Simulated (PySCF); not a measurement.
# One molecule, several mistakes: AlBH3N

These are calculations, not measurements. The program is PySCF 2.14.0, an open-source quantum chemistry code, run on an isolated molecule that a program drew, which may never have been made. The molecule is AlBH3N (charge 0, singlet), drawn as the SMILES string `[BH2][Al]=[NH]`.

Each row is a Hartree-Fock (HF) and frozen-core CCSD(T) single point in the cc-pV(D+d)Z basis, meant for a local HF minimum. Run 1 is clean. Each other run has one planted mistake out of seven kinds, and not every kind appears here: one electron removed, one electron added, multiplicity raised by two, geometry at a saddle point, minimal basis STO-3G, one bond length entered in bohr, all coordinates scaled. The reference is restricted for singlets and unrestricted otherwise, and also for a bond in bohr. Adding or removing an electron swaps singlet and doublet. Electrons count all cores. HOMO and LUMO are orbital energies over both spins, the gradient is its largest component, and the lowest frequency (negative if imaginary) is given only where the gradient is small. Bond lengths are over the 5 bonds as drawn. T1 is the CCSD diagnostic: over 0.02 (restricted) or 0.045 (unrestricted) a single reference is doubtful.

Geometry of the clean run:
```xyz
6
AlBH3N, angstrom
B    -0.7172   -0.1862    0.8620
Al   -1.8368   -1.9389    1.3600
N    -2.6740   -3.2483    1.7327
H    -1.2009    0.6827    0.1967
H     0.4092   -0.0491    1.2416
H    -3.1928   -4.0599    1.9635
```

```
run,electrons,basis functions,<S^2>,HOMO (eV),LUMO (eV),gradient (hartree/bohr),lowest frequency (cm^-1),mean bond (Å),longest bond (Å),T1,HF (hartree),CCSD(T) (hartree),mistake
1,28,66,0.000,-8.86,0.17,2.5e-05,145,1.4241,2.139,0.0304,-322.71312,-323.07025,no fault
2,28,66,1.151,-8.15,-0.05,1.4e-02,-,1.8046,4.041,0.0424,-322.62798,-322.95479,one bond length entered in bohr
3,28,22,0.000,-4.50,5.94,1.0e-01,-,1.4241,2.139,0.0466,-318.71182,-318.89793,?
4,28,66,2.010,-8.72,-2.33,3.4e-02,-,1.4241,2.139,0.0278,-322.60903,-322.95249,?
```

**Which mistake was planted in run 3, and what did it cost?**

It has 22 basis functions where the clean run has 66, with the same electrons and geometry. So the mistake is: minimal basis STO-3G. Subtracting run 1 and multiplying by 627.51 kcal/mol a hartree, the energy moved by 2510.9 kcal/mol in HF and 2618.2 kcal/mol in CCSD(T).

**Which mistake was planted in run 4, and what did it cost?**

Electrons, basis and geometry are unchanged, and <S^2> is 2.010, beside S(S+1) = 2.00 for a multiplicity of 3. So the mistake is: multiplicity raised by two. Subtracting run 1 and multiplying by 627.51 kcal/mol a hartree, the energy moved by 65.3 kcal/mol in HF and 73.9 kcal/mol in CCSD(T).

Cautions from the logs. Run 1: T1 is over the limit, so its CCSD(T) energy is less reliable; run 3: T1 is over the limit, so its CCSD(T) energy is less reliable.
